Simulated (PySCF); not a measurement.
Gas-phase XPS of cyclo-(H2GeS)3, computed

Compound: cyclo-(H2GeS)3.
Structure used (PBE0-D3(BJ)/def2-SVP), in Å, numbered top down from 1:
```xyz
12
Ge3H6S3 angstrom
Ge     0.144    1.941    0.045
H      0.568    3.411   -0.044
H     -1.296    1.742    0.556
S      1.556    0.965    1.469
Ge     0.600   -1.049    1.542
H      1.358   -1.855    2.602
H     -0.899   -0.882    1.854
S      0.820   -2.164   -0.376
Ge    -0.528   -0.916   -1.639
H     -0.613   -1.613   -3.001
H     -1.891   -0.781   -0.933
S      0.296    1.121   -2.024
```

The calculation used PySCF 2.14.0, delta-SCF UKS SCAN, pcX-2 on the ionised atom, pcseg-1 elsewhere, spin-free X2C. Vertical ΔSCF values, vacuum level as zero.

Task: Give the core binding energies atom by atom.

Result: 
| atom(s) | environment | level | binding energy (eV) | count |
| --- | --- | --- | --- | --- |
| S4/S8/S12 | sulfur bonded to 2 Ge | S 1s | 2476.31 | 3 |

Task: Give the binding energy of S 1s of S4/S8/S12 in hartree and in kJ/mol.

Result: 2476.31 eV = 91.0027 Eh = 238928 kJ/mol.

Task: Which photon energy gives electrons from S 1s of S4/S8/S12 a kinetic energy of 100 eV, and what is their de Broglie wavelength?

Result: hν = 2476.31 + 100 = 2576.31 eV, recoil neglected; λ = 12.264 Å/√(E/eV) = 1.23 Å.

Atoms equivalent by their bonding share one computed value, that of the first of them. Not every level is listed. No level of germanium is listed. Isolated species at its PBE0-D3(BJ)/def2-SVP geometry (one conformer only).

Hardware: an AMD EPYC with one thread, no GPU, shared host. Cost: 36 s of wall time, 0.63 GiB resident at most.
